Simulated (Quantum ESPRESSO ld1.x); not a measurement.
Results of a calculation; reference values are marked as such.
Excited configurations of the molybdenum ion Mo3+: one electron is placed in a higher orbital outside [Kr] 4d2. The ground configuration is [Kr] 4d3. Level of theory: non-relativistic Kohn-Sham, LDA (Slater exchange, VWN5 correlation), spin-polarised, spherical densities, point nucleus; open shells are filled with parallel spins first; relativity is left out, which matters for an element this heavy (ld1.x of Quantum ESPRESSO 7.5). Excitation = E - E(ground); binding = E(ion) - E, where the ion is the core of charge +4; n* = 4/sqrt(2 binding) in atomic units, and the quantum defect is n - n*.

outer orbital,excitation (eV),binding (eV),quantum defect,eigenvalue (eV),<r> (bohr)
4f,25.221,15.787,0.287,-12.899,3.457
5p,14.260,26.747,2.147,-23.481,2.992
6s,24.151,16.856,2.406,-15.108,5.006
6f,33.820,7.187,0.497,-6.351,10.05
7p,31.743,9.264,2.152,-8.329,8.823
7d,33.626,7.381,1.569,-6.612,10.64

The Delta-SCF ionisation energy is 41.007 eV (NIST Atomic Spectra Database: 40.3 eV, semi-empirical). Self-interaction in the functional shifts the binding energies and quantum defects, so they are the method's values and not measured ones. Relativity is left out here, which matters for elements this heavy. Open shells are spherical and high-spin; term and fine-structure splittings are not resolved.
